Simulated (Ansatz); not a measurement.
Calculated with Ansatz (gas phase, PBE0-D4/def2-TZVP geometries, no zero-point term in ΔE). CCSD(T)/CBS adds triple-zeta CCSD(T) − MP2 to the extrapolated MP2 energy (def2 sets, frozen cores). This one scheme is used for every species. DFT in def2-TZVPP. HSE06 is defined as in plane-wave codes. Open shells (•) are unrestricted, without spin–orbit coupling. One conformer a species, not always the lowest.

Consider the homolysis of the B–S bond: `OB(S)Cl` → `O[B]Cl`• + `[SH]`•.

```csv
level,ΔE (kcal/mol),difference from CCSD(T)/CBS
revPBE-D4,104.6,-3.3
PBE0-D4,106.3,-1.6
HSE06-D4,106.3,-1.6
CAM-B3LYP-D4,104.0,-3.9
ωB97M-V,109.4,1.5
PBE,105.3,-2.6
revPBE,99.8,-8.1
BLYP,98.5,-9.4
BHLYP,99.8,-8.1
CAM-B3LYP,102.5,-5.4
RPA@PBE/def2-TZVPP,99.1,-8.8
CCSD(T)/def2-SVP,103.3,-4.6
HF/def2-TZVPP,77.8,-30.1
SCS-MP2/def2-TZVPP,107.1,-0.8
HF/def2-QZVPP,77.3,-30.6
MP2/def2-QZVPP,110.8,2.9
CCSD(T)/CBS,107.9,0
```

Largest T1 diagnostic among the species: 0.015.

From BLYP to BHLYP (50 % exact exchange), in def2-TZVPP and without D4, ΔE moves by +1.3 kcal/mol. The D4 term adds +2.8 kcal/mol with B3LYP and +1.5 kcal/mol with PBE0; it sums over pairs of atoms, weighted by their polarisabilities, and B3LYP, whose exchange is more repulsive, gets the larger term. In def2-TZVPP, CCSD(T) changes the Hartree–Fock value by +27.2 kcal/mol (the triples alone add +2.6 kcal/mol) and MP2 by +31.5 kcal/mol; breaking electron pairs costs correlation energy, which Hartree–Fock lacks.

B3LYP here is the variant with VWN-RPA as its local correlation; programs differ in this.
